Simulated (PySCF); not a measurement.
Te(H)(SiH3) (H4SiTe), SMILES [TeH][SiH3].

The structure is a stationary point at B3LYP-D3(BJ)/def2-TZVP. The def2 effective core potentials stand for the cores of Te; spin–orbit coupling is left out.

Computed with TDA-LC-ωPBE/def2-SVPD (PySCF 2.14.0).

Vertical excitations. The molecule is in vacuum. State labels are in the subgroup Cs.

```tsv
state	symmetry	energy (eV)	λ (nm)	f	main pairs
S1	A"	4.40	282	0.001	HOMO→LUMO 62 %, HOMO→LUMO+1 22 %
S2	A"	5.31	234	0.028	HOMO→LUMO+1 68 %, HOMO→LUMO 21 %
S3	A"	6.62	187	0.001	HOMO→LUMO+6 65 %, HOMO→LUMO+3 10 %
S4	A'	6.69	185	0.001	HOMO→LUMO+7 48 %, HOMO−1→LUMO 27 %, HOMO−1→LUMO+1 11 %
S5	A"	6.98	178	0.144	HOMO→LUMO+5 56 %, HOMO→LUMO+6 20 %
S6	A"	7.15	173	0.001	HOMO→LUMO+2 89 %
S7	A'	7.26	171	0.033	HOMO−1→LUMO+1 62 %, HOMO→LUMO+7 20 %
S8	A"	7.32	169	0.038	HOMO→LUMO+3 67 %
S9	A'	7.33	169	0.222	HOMO→LUMO+4 83 %
S10	A'	7.75	160	0.203	HOMO→LUMO+9 38 %, HOMO−1→LUMO 22 %, HOMO→LUMO+7 18 %, HOMO−1→LUMO+1 7 %
T1	A"	3.91	317	0	HOMO→LUMO 56 %, HOMO→LUMO+1 25 %, HOMO→LUMO+5 9 %
T2	A"	4.72	262	0	HOMO→LUMO+1 54 %, HOMO→LUMO 24 %
T3	A'	5.59	222	0	HOMO−1→LUMO 68 %
T4	A"	6.24	199	0	HOMO→LUMO+5 49 %, HOMO→LUMO+8 19 %, HOMO→LUMO+1 13 %, HOMO→LUMO+6 12 %
```
Triplets are in the Tamm–Dancoff approximation.
